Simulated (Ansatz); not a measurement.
The same path of CH$_{5}$NZn (8 atoms, charge 0, multiplicity 1) was run twice with different band settings. Lost on the way: C2–H7. Made: N1–H7.

The calculation used RKS BHLYP-D4/def2-SVP (Ansatz 0.2.0).

Relaxed end points:

```xyz
8
Properties=species:S:1:pos:R:3
N -0.276 0.611 -1.058
C 0.301 0.347 0.256
Zn 0.129 -1.559 0.749
H -1.279 0.493 -1.046
H -0.116 1.569 -1.343
H -0.061 1.015 1.057
H 1.382 0.526 0.199
H 0.012 -3.059 1.130
```

```xyz
8
Properties=species:S:1:pos:R:3
N 0.019 0.780 -0.794
C -0.052 0.186 0.570
Zn 0.145 -1.617 1.013
H -0.867 0.884 -1.306
H 0.447 1.706 -0.799
H -0.615 0.878 1.196
H 0.611 0.212 -1.389
H 0.404 -3.086 1.451
```

Common settings: climbing image yes; spring 5.0 eV/Å²; optimiser quadratic models (default); start path through a guess of the saddle point; force threshold 0.03 eV/Å; iteration limit 60; end points relaxed.

| run | movable images |
| --- | --- |
| 1 | 5 |
| 2 | 2 |

Q: What does each run give, and how far can it be trusted?

A: Run 1: converged after 33 iterations, highest image 3.590 eV above the first end. The profile has 2 maxima (images 3, 5) with wells between them (image 4): this band takes more than one step, which may be the mechanism or a detour left from its start path. Neighbouring images differ by up to 3.1 eV, so the band resolves the path poorly. A vibrational analysis at the climbing image gives one clearly imaginary mode, 1522i cm⁻¹: a first-order saddle point.
Run 2: converged after 17 iterations, highest image 2.747 eV above the first end. Neighbouring images differ by up to 2.3 eV, so the band resolves the path poorly. The order of the stationary point at the top wasn't checked. So few images can step over the top or miss a turn of the path.
The orbitals stay closed-shell, which can raise the energy where a bond breaks towards radicals; this wasn't checked here.
